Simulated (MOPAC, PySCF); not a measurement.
System: O₃S, singlet: umbrella (inversion) coordinate, bond length relaxed. Scanned: angle between the S-O bonds and the threefold axis (90 = planar). Other coordinates (S-O bond length) were minimised at B3LYP/def2-TZVP.

- RKS-B3LYP/6-31G* = restricted B3LYP/6-31G*, spherical d (PySCF 2.14.0)
- RMP2/6-31G* = restricted MP2 (frozen core)/6-31G*, spherical d run with PySCF
- PM6, restricted, heats of formation (MOPAC)
- CCSD(T) on RHF/cc-pVDZ, 8 core orbitals frozen (PySCF)

Energies relative to the lowest point of each profile, in kJ/mol; the last columns give the difference from CCSD(T):

```csv
a / °,RKS-B3LYP/6-31G*,RMP2/6-31G*,PM6,CCSD(T),RKS-B3LYP/6-31G* − CCSD(T),RMP2/6-31G* − CCSD(T),PM6 − CCSD(T)
90,0.0,0.0,0.0,0.0,0.0,0.0,0.0
93,4.0,4.2,3.9,4.3,-0.3,-0.2,-0.4
96,16.2,16.7,15.5,17.3,-1.0,-0.6,-1.8
99,36.8,37.9,35.0,39.0,-2.2,-1.0,-3.9
102,66.0,68.0,62.6,69.3,-3.3,-1.3,-6.7
105,104.3,107.4,98.5,108.2,-3.9,-0.8,-9.7
108,152.1,156.8,143.1,155.8,-3.6,1.1,-12.7
111,210.5,217.3,196.9,212.4,-1.9,4.9,-15.5
114,280.3,289.9,260.7,278.2,2.1,11.7,-17.5
117,362.6,376.3,335.4,353.5,9.1,22.8,-18.1
120,456.7,476.6,426.1,—,—,—,—
123,—,604.4,517.8,—,—,—,—
126,—,756.8,—,—,—,—,—
129,—,936.9,—,—,—,—,—
132,—,1148.0,—,—,—,—,—
```

RKS-B3LYP/6-31G* is furthest from CCSD(T) at 117 (9.1 kJ/mol, above); its mean absolute difference over the points is 2.7 kJ/mol.

RMP2/6-31G* is furthest from CCSD(T) at 117 (22.8 kJ/mol, above); its mean absolute difference over the points is 4.4 kJ/mol.

PM6 is furthest from CCSD(T) at 117 (-18.1 kJ/mol, below); its mean absolute difference over the points is 8.6 kJ/mol.

Dashes: no converged value, or the column stops at the first point that the program doubted or that broke a chosen test of continuity, which isn't proof of a fault.
